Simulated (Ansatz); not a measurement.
```yaml
crystal:
  periodic: [false, false, false]
  atoms:
    - {symbol: Pb, position_ang: [-1.247283, -2.386401, 1.704477]}
    - {symbol: Pb, position_ang: [-0.527235, 2.331522, 1.305724]}
    - {symbol: Pb, position_ang: [0.982006, -0.365579, -1.329279]}
    - {symbol: Pb, position_ang: [0.294346, 3.719658, -2.478549]}
    - {symbol: Pb, position_ang: [-3.666303, -0.092052, -0.179453]}
    - {symbol: Se, position_ang: [1.895529, 0.716434, 1.236377]}
    - {symbol: Se, position_ang: [2.546161, 1.938478, -2.293530]}
    - {symbol: Se, position_ang: [-2.238136, 0.206023, 2.245081]}
    - {symbol: Se, position_ang: [-3.875452, -2.983337, 0.274274]}
    - {symbol: Se, position_ang: [3.355523, -1.933454, -0.868726]}
    - {symbol: Se, position_ang: [1.659921, -1.261315, 2.532384]}
    - {symbol: Se, position_ang: [-1.997172, -2.248491, -1.081729]}
    - {symbol: Se, position_ang: [2.228482, 3.452756, -0.443296]}
    - {symbol: Se, position_ang: [-1.427734, 1.894352, -1.311845]}
    - {symbol: Se, position_ang: [2.017318, -2.988615, 0.688101]}
basis:
  gaussian: {orbitals: def2-SVP, fitting: {mean_field: def2-universal-jkfit}}
total_charge: -1
magnetization: {spin_polarized: true, initial_magnetization: 1}
hamiltonian: {xc: {name: r2SCANh}, pseudopotentials: {relativity: none}}
scf: {lower_state_search: off}
```

```sh
$ ansatz run in.yaml --threads 2 --pin off --events-out ev --progress --plain --max-ram 22528MiB --backend cuda --devices 0, --max-vram 18GiB
```

Output, abridged:

```
Functional definition: r2SCANh
3915 factors; integrals over basis functions are off by at most 5.1e-3 eV
mean field evaluation 1: about -679678.8005 eV, gradient 2.6e1 eV
mean field evaluation 2: about -679579.0225 eV, gradient 1.0e2 eV
mean field evaluation 4: about -679680.2878 eV, gradient 2.0e1 eV
mean field evaluation 8: about -679683.8518 eV, gradient 2.1e0 eV
mean field evaluation 16: about -679683.8783 eV, gradient 1.2e-1 eV
mean field evaluation 32: about -679683.8789 eV, gradient 1.5e-3 eV
mean field -679683.87893193 eV, -24977.9218444685 hartree, gradient 9.7e-6 eV, S^2 0.758212; 0 other end points of the search recorded, 0 dependent functions left out
reference -679683.87895186 eV, -24977.9218452010 hartree; 226, 225 occupied and 224, 225 virtual orbitals, 3915 factors
Total energy: -679683.87895186 eV, -24977.9218452010 hartree
Checks for a lower state left out: stability, starts, cluster_reference, orbital_swaps, neighbouring_geometries, increment
```

It took 15 s on 2 threads of AMD EPYC 7R13 on a shared host and a share (18 GiB) of an NVIDIA H100 80GB HBM3, peak host memory 1.1 GiB.

In the def2 sets Pb takes a core potential; there is no spin–orbit coupling. The highest occupied level of an anion often lies above zero with these methods, and sets without diffuse functions describe the outer electron poorly.
